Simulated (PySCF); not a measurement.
Isomers of C9H10S, one GFN2-xTB conformer each. Single-point energies are computed at PBE0/pcSseg-1 (PySCF, gas phase, no added dispersion term), electronic only.

Task: Rank them by PBE0/pcSseg-1 energy, lowest first (kcal/mol).
A. `[CH2:1]=[C:2]([CH3:3])[c:4]1[cH:5][cH:6][cH:7][c:8]([SH:9])[cH:10]1` with C1–C2–C4–C5 142°, C7–C8–S9–H 180°
B. `[CH3:1][C:2](=[S:3])[c:4]1[cH:5][cH:6][cH:7][cH:8][c:9]1[CH3:10]` with C1–C2–C4–C5 -33°

Result: B (0.0), A (3.7).

As drawn, the lower has a C=S bond, which the higher lacks; the higher has an S–H bond and a C=C bond outside aromatic rings, which the lower lacks. GFN2-xTB itself gives, in the same order: 0.0, 6.0. Both levels put the same isomer lowest.

Task: Which frontier levels, dipoles and rotational constants go with these structures?

Result: 
```json
{"SMILES": "CC(=S)c1ccccc1C", "HOMO (eV, PBE0/pcSseg-1)": "-6.19", "LUMO (eV)": "-2.37", "dipole (D)": "2.69", "A, B, C (MHz)": "1995, 916.3, 667.7"}
{"SMILES": "C=C(C)c1cccc(S)c1", "HOMO (eV, PBE0/pcSseg-1)": "-6.35", "LUMO (eV)": "-0.88", "dipole (D)": "1.45", "A, B, C (MHz)": "2188, 707.2, 555.1"}
```
